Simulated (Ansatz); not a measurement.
Ansatz (a program for electronic structure) input (B3LYP-D3(BJ)/def2-TZVP):

Ansatz 0.2 input:
```yaml
crystal:
  periodic: [false, false, false]
  atoms:
    - {symbol: C, position_ang: [-2.27486008, -0.51736437, -1.03478591]}
    - {symbol: C, position_ang: [-1.64988732, 0.21539019, 0.16517997]}
    - {symbol: C, position_ang: [-0.34875673, -0.35784894, 0.59890388]}
    - {symbol: C, position_ang: [0.93184616, 0.37681533, 0.44359211]}
    - {symbol: C, position_ang: [1.35612331, 0.52540917, -1.02466243]}
    - {symbol: O, position_ang: [1.92803086, -0.32468170, 1.19068545]}
    - {symbol: H, position_ang: [-2.43113331, -1.57270680, -0.80410268]}
    - {symbol: H, position_ang: [-3.24118476, -0.08177839, -1.29837853]}
    - {symbol: H, position_ang: [-1.62453084, -0.46209101, -1.90931701]}
    - {symbol: H, position_ang: [-2.36666892, 0.17968772, 0.99588294]}
    - {symbol: H, position_ang: [-1.52729365, 1.27438447, -0.08216508]}
    - {symbol: H, position_ang: [-0.29817783, -1.37757272, 0.96022045]}
    - {symbol: H, position_ang: [0.80928359, 1.39243189, 0.85813628]}
    - {symbol: H, position_ang: [2.28373772, 1.10090834, -1.10074810]}
    - {symbol: H, position_ang: [0.59173285, 1.05150471, -1.59898499]}
    - {symbol: H, position_ang: [1.51362120, -0.45833453, -1.46863825]}
    - {symbol: H, position_ang: [2.77957512, 0.09661156, 1.03324575]}
basis:
  gaussian:
    orbitals: def2-TZVP
hamiltonian:
  xc: b3lyp
  dispersion: d3bj
magnetization: {spin_polarized: true, initial_magnetization: 1}
phonons: {temperatures: {t_min: 298.15, t_max: 298.15, t_step: 100}}
```

Output:

```
Functional definition: B3LYP
integrals: 0.19 GiB planned
1535 factors; their error is unknown
0.34 GiB of the device are held for the grids
1.48 GiB of device memory are held for the factors and their scratch space
mean field: 1.74 GiB planned
mean field evaluation 1: about -7397.8283 eV, gradient 5.9e1 eV
mean field evaluation 2: about -7385.8490 eV, gradient 7.7e1 eV
mean field evaluation 4: about -7413.1370 eV, gradient 4.8e0 eV
mean field evaluation 8: about -7413.2197 eV, gradient 1.0e-1 eV
mean field evaluation 16: about -7413.1837 eV, gradient 5.7e-4 eV
mean field -7413.18373053 eV, -272.4294772604 hartree, gradient 3.9e-5 eV, S^2 0.754143; 0 other end points of the search recorded, 0 dependent functions left out
the calculation of the forces begins
reference -7413.18405146 eV, -272.4294890543 hartree; 25, 24 occupied and 227, 228 virtual orbitals, 1535 factors
these checks for a lower state are left out or cut short: stability, starts, cluster_reference, orbital_swaps, neighbouring_geometries, increment
integrals: 0.19 GiB planned
1535 factors; their error is unknown
0.34 GiB of the device are held for the grids
1.48 GiB of device memory are held for the factors and their scratch space
mean field: 1.75 GiB planned
mean field -7413.18350122 eV, -272.4294688337 hartree, gradient 1.9e-6 eV, S^2 0.754142; 0 other end points of the search recorded, 0 dependent functions left out
the calculation of the forces begins
reference -7413.18382220 eV, -272.4294806295 hartree; 25, 24 occupied and 227, 228 virtual orbitals, 1535 factors
these checks for a lower state are left out or cut short: stability, starts, cluster_reference, orbital_swaps, neighbouring_geometries, increment
integrals: 0.19 GiB planned
1535 factors; their error is unknown
0.34 GiB of the device are held for the grids
1.48 GiB of device memory are held for the factors and their scratch space
mean field: 1.75 GiB planned
mean field evaluation 32: about -7413.1836 eV, gradient 7.2e-3 eV
mean field -7413.18363021 eV, -272.4294735740 hartree, gradient 1.9e-6 eV, S^2 0.754144; 0 other end points of the search recorded, 0 dependent functions left out
the calculation of the forces begins
reference -7413.18395109 eV, -272.4294853661 hartree; 25, 24 occupied and 227, 228 virtual orbitals, 1535 factors
these checks for a lower state are left out or cut short: stability, starts, cluster_reference, orbital_swaps, neighbouring_geometries, increment
integrals: 0.19 GiB planned
1535 factors; their error is unknown
0.34 GiB of the device are held for the grids
1.48 GiB of device memory are held for the factors and their scratch space
mean field: 1.74 GiB planned
mean field -7413.18355153 eV, -272.4294706825 hartree, gradient 1.9e-6 eV, S^2 0.754142; 0 other end points of the search recorded, 0 dependent functions left out
the calculation of the forces begins
reference -7413.18387248 eV, -272.4294824773 hartree; 25, 24 occupied and 227, 228 virtual orbitals, 1535 factors
these checks for a lower state are left out or cut short: stability, starts, cluster_reference, orbital_swaps, neighbouring_geometries, increment
integrals: 0.19 GiB planned
1535 factors; their error is unknown
0.34 GiB of the device are held for the grids
1.48 GiB of device memory are held for the factors and their scratch space
mean field: 1.75 GiB planned
mean field -7413.18358422 eV, -272.4294718839 hartree, gradient 1.9e-6 eV, S^2 0.754144; 0 other end points of the search recorded, 0 dependent functions left out
[...]
reference -7413.18400422 eV, -272.4294873186 hartree; 25, 24 occupied and 227, 228 virtual orbitals, 1535 factors
these checks for a lower state are left out or cut short: stability, starts, cluster_reference, orbital_swaps, neighbouring_geometries, increment
integrals: 0.19 GiB planned
1535 factors; their error is unknown
0.34 GiB of the device are held for the grids
1.48 GiB of device memory are held for the factors and their scratch space
mean field: 1.75 GiB planned
mean field -7413.18363697 eV, -272.4294738224 hartree, gradient 1.9e-6 eV, S^2 0.754143; 0 other end points of the search recorded, 0 dependent functions left out
the calculation of the forces begins
reference -7413.18395788 eV, -272.4294856157 hartree; 25, 24 occupied and 227, 228 virtual orbitals, 1535 factors
these checks for a lower state are left out or cut short: stability, starts, cluster_reference, orbital_swaps, neighbouring_geometries, increment
integrals: 0.19 GiB planned
1535 factors; their error is unknown
0.34 GiB of the device are held for the grids
1.48 GiB of device memory are held for the factors and their scratch space
mean field: 1.74 GiB planned
mean field evaluation 672: about -7413.2221 eV, gradient 4.9e-1 eV
mean field -7413.18365060 eV, -272.4294743230 hartree, gradient 1.9e-6 eV, S^2 0.754143; 0 other end points of the search recorded, 0 dependent functions left out
the calculation of the forces begins
reference -7413.18397155 eV, -272.4294861177 hartree; 25, 24 occupied and 227, 228 virtual orbitals, 1535 factors
these checks for a lower state are left out or cut short: stability, starts, cluster_reference, orbital_swaps, neighbouring_geometries, increment
integrals: 0.19 GiB planned
1535 factors; their error is unknown
0.34 GiB of the device are held for the grids
1.48 GiB of device memory are held for the factors and their scratch space
mean field: 1.74 GiB planned
mean field -7413.18366736 eV, -272.4294749390 hartree, gradient 1.9e-6 eV, S^2 0.754143; 0 other end points of the search recorded, 0 dependent functions left out
the calculation of the forces begins
reference -7413.18398828 eV, -272.4294867328 hartree; 25, 24 occupied and 227, 228 virtual orbitals, 1535 factors
these checks for a lower state are left out or cut short: stability, starts, cluster_reference, orbital_swaps, neighbouring_geometries, increment
integrals: 0.19 GiB planned
1535 factors; their error is unknown
0.34 GiB of the device are held for the grids
1.48 GiB of device memory are held for the factors and their scratch space
mean field: 1.74 GiB planned
mean field -7413.18373563 eV, -272.4294774481 hartree, gradient 1.9e-6 eV, S^2 0.754143; 0 other end points of the search recorded, 0 dependent functions left out
the calculation of the forces begins
reference -7413.18405657 eV, -272.4294892422 hartree; 25, 24 occupied and 227, 228 virtual orbitals, 1535 factors
these checks for a lower state are left out or cut short: stability, starts, cluster_reference, orbital_swaps, neighbouring_geometries, increment
integrals: 0.19 GiB planned
1535 factors; their error is unknown
0.34 GiB of the device are held for the grids
1.48 GiB of device memory are held for the factors and their scratch space
mean field: 1.74 GiB planned
mean field -7413.18363376 eV, -272.4294737043 hartree, gradient 1.9e-6 eV, S^2 0.754143; 0 other end points of the search recorded, 0 dependent functions left out
the calculation of the forces begins
reference -7413.18395470 eV, -272.4294854985 hartree; 25, 24 occupied and 227, 228 virtual orbitals, 1535 factors
these checks for a lower state are left out or cut short: stability, starts, cluster_reference, orbital_swaps, neighbouring_geometries, increment
integrals: 0.19 GiB planned
1535 factors; their error is unknown
0.34 GiB of the device are held for the grids
1.48 GiB of device memory are held for the factors and their scratch space
mean field: 1.74 GiB planned
mean field evaluation 704: about -7413.1836 eV, gradient 7.2e-3 eV
mean field -7413.18356995 eV, -272.4294713595 hartree, gradient 1.9e-6 eV, S^2 0.754143; 0 other end points of the search recorded, 0 dependent functions left out
the calculation of the forces begins
reference -7413.18389087 eV, -272.4294831531 hartree; 25, 24 occupied and 227, 228 virtual orbitals, 1535 factors
these checks for a lower state are left out or cut short: stability, starts, cluster_reference, orbital_swaps, neighbouring_geometries, increment
integrals: 0.19 GiB planned
1535 factors; their error is unknown
0.34 GiB of the device are held for the grids
1.48 GiB of device memory are held for the factors and their scratch space
mean field: 1.75 GiB planned
mean field -7413.18369297 eV, -272.4294758802 hartree, gradient 1.9e-6 eV, S^2 0.754143; 0 other end points of the search recorded, 0 dependent functions left out
the calculation of the forces begins
reference -7413.18401389 eV, -272.4294876740 hartree; 25, 24 occupied and 227, 228 virtual orbitals, 1535 factors
these checks for a lower state are left out or cut short: stability, starts, cluster_reference, orbital_swaps, neighbouring_geometries, increment
integrals: 0.19 GiB planned
1535 factors; their error is unknown
0.34 GiB of the device are held for the grids
1.48 GiB of device memory are held for the factors and their scratch space
mean field: 1.74 GiB planned
mean field -7413.18369605 eV, -272.4294759933 hartree, gradient 1.9e-6 eV, S^2 0.754143; 0 other end points of the search recorded, 0 dependent functions left out
the calculation of the forces begins
reference -7413.18401698 eV, -272.4294877874 hartree; 25, 24 occupied and 227, 228 virtual orbitals, 1535 factors
these checks for a lower state are left out or cut short: stability, starts, cluster_reference, orbital_swaps, neighbouring_geometries, increment
integrals: 0.19 GiB planned
1535 factors; their error is unknown
0.34 GiB of the device are held for the grids
1.48 GiB of device memory are held for the factors and their scratch space
mean field: 1.75 GiB planned
mean field -7413.18373978 eV, -272.4294776004 hartree, gradient 1.9e-6 eV, S^2 0.754143; 0 other end points of the search recorded, 0 dependent functions left out
the calculation of the forces begins
reference -7413.18406073 eV, -272.4294893951 hartree; 25, 24 occupied and 227, 228 virtual orbitals, 1535 factors
these checks for a lower state are left out or cut short: stability, starts, cluster_reference, orbital_swaps, neighbouring_geometries, increment
integrals: 0.19 GiB planned
1535 factors; their error is unknown
0.34 GiB of the device are held for the grids
1.48 GiB of device memory are held for the factors and their scratch space
mean field: 1.75 GiB planned
mean field -7413.18370100 eV, -272.4294761753 hartree, gradient 1.9e-6 eV, S^2 0.754143; 0 other end points of the search recorded, 0 dependent functions left out
the calculation of the forces begins
reference -7413.18402191 eV, -272.4294879685 hartree; 25, 24 occupied and 227, 228 virtual orbitals, 1535 factors
Total energy: -7413.75991678 eV, -272.4506517146 hartree
Atom 0 at    -2.274860    -0.517364    -1.034786 Å, force     0.000210     0.000205     0.000259 eV/Å
Atom 1 at    -1.649887     0.215390     0.165180 Å, force    -0.000459    -0.000104    -0.000147 eV/Å
Atom 2 at    -0.348757    -0.357849     0.598904 Å, force     0.000381    -0.000356    -0.000143 eV/Å
Atom 3 at     0.931846     0.376815     0.443592 Å, force    -0.000137    -0.000055     0.000174 eV/Å
Atom 4 at     1.356123     0.525409    -1.024662 Å, force    -0.000080    -0.000181    -0.000137 eV/Å
Atom 5 at     1.928031    -0.324682     1.190685 Å, force     0.000243     0.000050    -0.000104 eV/Å
Atom 6 at    -2.431133    -1.572707    -0.804103 Å, force    -0.000013    -0.000066     0.000077 eV/Å
Atom 7 at    -3.241185    -0.081778    -1.298379 Å, force     0.000020     0.000035     0.000046 eV/Å
Atom 8 at    -1.624531    -0.462091    -1.909317 Å, force     0.000112     0.000066     0.000066 eV/Å
Atom 9 at    -2.366669     0.179688     0.995883 Å, force    -0.000056    -0.000055    -0.000097 eV/Å
Atom 10 at    -1.527294     1.274384    -0.082165 Å, force     0.000002     0.000124    -0.000131 eV/Å
Atom 11 at    -0.298178    -1.377573     0.960220 Å, force    -0.000056     0.000445    -0.000130 eV/Å
Atom 12 at     0.809284     1.392432     0.858136 Å, force    -0.000013    -0.000118    -0.000045 eV/Å
Atom 13 at     2.283738     1.100908    -1.100748 Å, force    -0.000106    -0.000024     0.000060 eV/Å
Atom 14 at     0.591733     1.051505    -1.598985 Å, force     0.000010    -0.000085     0.000182 eV/Å
Atom 15 at     1.513621    -0.458335    -1.468638 Å, force     0.000010     0.000102    -0.000001 eV/Å
Atom 16 at     2.779575     0.096612     1.033246 Å, force    -0.000068     0.000020     0.000072 eV/Å
Dipole moment:     0.023552     0.263175    -0.225969 e Å
Vibrations: 47.14 59.62 199.17 257.60 270.82 271.11 291.50 375.18 399.47 505.65 525.12 763.48 849.40 904.56 964.85 1004.80 1039.98 1064.98 1096.26 1123.44 1158.70 1248.49 1283.99 1311.03 1339.36 1371.29 1393.05 1406.17 1439.37 1480.06 1491.17 1494.36 1499.26 1505.05 2904.63 2979.14 3018.19 3028.94 3034.81 3083.33 3091.22 3098.09 3110.08 3178.96 3802.82 cm⁻¹, zero-point energy 4.076953 eV
```

It need not be the lowest isomer of its formula.
